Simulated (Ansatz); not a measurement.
Ag2Br. Total charge 0; doublet. Geometry PBE0-D4/def2-TZVP, that of the charge +1 singlet; atoms count from 1.

```xyz
3

Ag    0.187    1.185   -1.735
Ag   -1.080   -0.919    1.562
Br    0.893   -0.266    0.173
```

In the def2 sets Ag takes a core potential; there is no spin–orbit coupling. The structure comes from a short search, and lower isomers may exist.

(1) Estimate the Mulliken populations from the PBE0/def2-TZVP orbitals of Ansatz.

(2) Where does the spin sit?

(3) And the Mayer bond orders between bonded heavy atoms (over 0.3)?

Answers

(1) 
```csv
atom,charge (e),spin (α − β),d electrons
Ag1,0.17,0.49,9.95
Ag2,0.17,0.49,9.95
Br3,-0.34,0.03,–
```
Mulliken values and Mayer orders depend strongly on the basis.

(2) Summed by element: Ag 0.97, Br 0.03, of 1 unpaired in all. Largest on single atoms: Ag1 0.49, Ag2 0.49, Br3 0.03.

(3) Ag1–Br3 0.62 (2.50 Å); Ag2–Br3 0.62 (2.50 Å). Values over 0.3 also appear between atoms too far apart for a bond (Ag1–Ag2 0.41 at 4.11 Å); they arise where an orbital or an unpaired electron spreads over both atoms.
